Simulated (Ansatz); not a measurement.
Reaction (ligand exchange at a B–O bond): `[SiH3]OBS` + CH₃OH → `COBS` + `O[SiH3]`

Isolated molecules relaxed with PBE0-D4/def2-TZVP in Ansatz; ΔE leaves out vibrations. CCSD(T)/CBS is the MP2 limit (def2-TZVPP, def2-QZVPP) plus CCSD(T) − MP2 in def2-TZVPP, frozen cores. This one scheme is used for every species. Functionals use def2-TZVPP. HSE06 is defined as in plane-wave codes. Each species was taken in one conformer, which may not be the lowest.

```
             level  ΔE (kJ/mol)  difference from CCSD(T)/CBS
        r2SCAN0-D4         -8.5                         -0.6
          BHLYP-D4         -4.6                          3.3
           r2SCANh         -9.9                         -2.0
           r2SCAN0         -9.2                         -1.3
             HSE06        -10.3                         -2.4
           LC-ωPBE        -12.1                         -4.2
     HF/def2-TZVPP         -6.3                          1.6
   CCSD/def2-TZVPP         -8.8                         -0.9
     HF/def2-QZVPP         -5.9                          2.0
SCS-MP2/def2-QZVPP         -9.0                         -1.1
       CCSD(T)/CBS         -7.9                            0
```

Largest T1 diagnostic among the species: 0.013.

Leaving LDA and LC-ωPBE aside and taking each functional with its dispersion term where it has one, the values, not all of them listed here, spread over 5.8 kJ/mol, from B2PLYP to BHLYP-D4. The D4 term adds +4.0 kJ/mol with B3LYP and +2.2 kJ/mol with PBE0; it sums over pairs of atoms, weighted by their polarisabilities, and B3LYP, whose exchange is more repulsive, gets the larger term.

B3LYP here is the variant with VWN-RPA as its local correlation; programs differ in this.
